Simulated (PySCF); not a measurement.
PySCF job for C3H7BO2, SMILES COB(C)C=O, IEF-PCM-B3LYP/def2-SVP. The structure is a stationary point at PBE0-D3(BJ)/def2-SVP. This is a generated structure with no PubChem entry under its InChIKey; it may be hypothetical. Other conformers were not sampled.

```python
import numpy as np
from pyscf import gto, scf, dft
from pyscf.solvent import pcm

mol = gto.M(
    atom='''
    C    -0.29958984    2.34659942   -0.00000000
    O    -0.77128844    1.02122786    0.00000000
    B     0.04982715   -0.04917535    0.00000000
    C     1.61334951    0.01665412    0.00000000
    C    -0.72936949   -1.45814277   -0.00000000
    O    -0.15134084   -2.52221576   -0.00000000
    H     0.31087419    2.55488387   -0.89354678
    H    -1.16597050    3.02201614    0.00000000
    H     0.31087419    2.55488387    0.89354678
    H     2.04370798   -0.99443731   -0.00000000
    H     1.99119894    0.56135815    0.88255597
    H     1.99119893    0.56135815   -0.88255598
    H    -1.85632634   -1.43694754    0.00000001
    ''',
    basis='def2-SVP',
    charge=0,
    spin=0,
    max_memory=1600,
    verbose=3,
)
mf = dft.RKS(mol, xc='b3lyp').density_fit(auxbasis='def2-universal-jkfit')
mf.grids.level = 3
mf.conv_tol = 1e-9
mf.max_cycle = 100
mf.kernel()
res = {}
for name, eps in {'water': 78.355, 'benzene': 2.2706, '1-octanol': 9.8629}.items():
    s = mf.PCM()
    s.with_solvent.method, s.with_solvent.eps, s.with_solvent.lebedev_order = 'IEF-PCM', eps, 29
    s.kernel(mf.make_rdm1())
    res[name] = (s.e_tot, eps, s.dip_moment(), s.mo_energy, s.converged)
    print(f'{name}: electrostatic solvation free energy {(s.e_tot - mf.e_tot) * 627.509474:.3f} kcal/mol')
```

It prints:

```
converged SCF energy = -293.644624854859

WARN: PCM is an experimental feature. It is still in testing.
Features and APIs may be changed in the future.

converged SCF energy = -293.652483990813
Dipole moment(X, Y, Z, Debye):  0.42094,  4.63104, -0.00000
water: electrostatic solvation free energy -4.932 kcal/mol

WARN: PCM is an experimental feature. It is still in testing.
Features and APIs may be changed in the future.

converged SCF energy = -293.648175486275
Dipole moment(X, Y, Z, Debye):  0.40738,  4.15503,  0.00000
benzene: electrostatic solvation free energy -2.228 kcal/mol

WARN: PCM is an experimental feature. It is still in testing.
Features and APIs may be changed in the future.

converged SCF energy = -293.651408801327
Dipole moment(X, Y, Z, Debye):  0.41707,  4.51149,  0.00000
1-octanol: electrostatic solvation free energy -4.257 kcal/mol
```

The run converged.

Cost: roughly 110 core-seconds.
